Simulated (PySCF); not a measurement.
## Substituent effects on chemical shifts

Parent skeleton `[F:1][CH2:2][CH:3]1[CH2:4][CH:5]([F:6])[O:7]1`; one hydrogen on atom 4 is replaced by X. Hydrogens on one atom are averaged.

Calculated, not measured (PySCF): NMR shieldings at PBE0/pcSseg-1/GIAO, coordinates at the GFN2-xTB level. One conformer, no relativistic terms, gas phase.

Chemical shifts δ = σref − σ; 19F (170.95 ppm) against CFCl3; 13C (186.93 ppm), 1H (31.72 ppm) vs TMS; 17O (336.08 ppm) against H2O, all at this level.

Parent (X = H): F1 -266.8, C2 89.6, C3 76.9, C4 38.6, C5 116.3, F6 -119.6, O7 111.1, H(C2) 4.86, H(C3) 5.07 ppm. Effects are Δδ = δ(X) − δ(H), positive for deshielding.

Question: Give Δδ (ppm) for X = CHCl2, CH2Cl, nPr, CH2SiH3, cPr, CHF2, vinyl, CH2OH.

Answer: 
```tsv
X	SMILES	F1	C2	C3	C4	C5	F6	O7	H(C2)	H(C3)
CHCl2	FC[C@@H]1O[C@@H](F)[C@H]1C(Cl)Cl	+4.3	-4.5	+8.3	+15.2	-2.5	-26.1	-3.2	+0.08	-0.49
CH2Cl	FC[C@@H]1O[C@@H](F)[C@H]1CCl	+5.0	-3.3	+9.4	+6.6	-1.9	-25.3	+0.6	+0.07	-0.46
nPr	CCC[C@@H]1[C@@H](F)O[C@@H]1CF	-1.3	-4.8	+1.7	+10.7	+5.4	+1.8	-10.8	+0.05	+0.06
CH2SiH3	FC[C@@H]1O[C@H](F)[C@H]1C[SiH3]	-3.3	-0.7	+8.3	+11.3	+4.1	+5.0	-14.1	+0.09	-0.82
cPr	FC[C@@H]1O[C@H](F)[C@@H]1C1CC1	+5.3	-4.7	+6.6	+14.1	+0.9	-15.1	-3.0	+0.22	-0.29
CHF2	FC[C@@H]1O[C@@H](F)[C@H]1C(F)F	+5.8	-4.0	+4.1	+8.0	-3.0	-22.8	+2.5	+0.07	-0.31
vinyl	C=C[C@@H]1[C@H](CF)O[C@@H]1F	-1.1	-4.9	+6.8	+10.1	+0.9	-14.7	-3.1	+0.03	-0.22
CH2OH	OC[C@@H]1[C@@H](F)O[C@@H]1CF	-1.0	-4.2	-0.1	+13.9	+3.7	-0.3	-11.0	-0.01	+0.10
```

Question: Which position responds most, and to which substituents?

Answer: F6: from -26.1 ppm with CHCl2 to +5.0 ppm with CH2SiH3.

Unscaled 19F shifts against computed CFCl3 carry errors that often reach 10 to 50 ppm. Experimental scales use liquid or dissolved standards, which lie at an offset from isolated H2O (liquid H2O: subtract about 36 ppm).
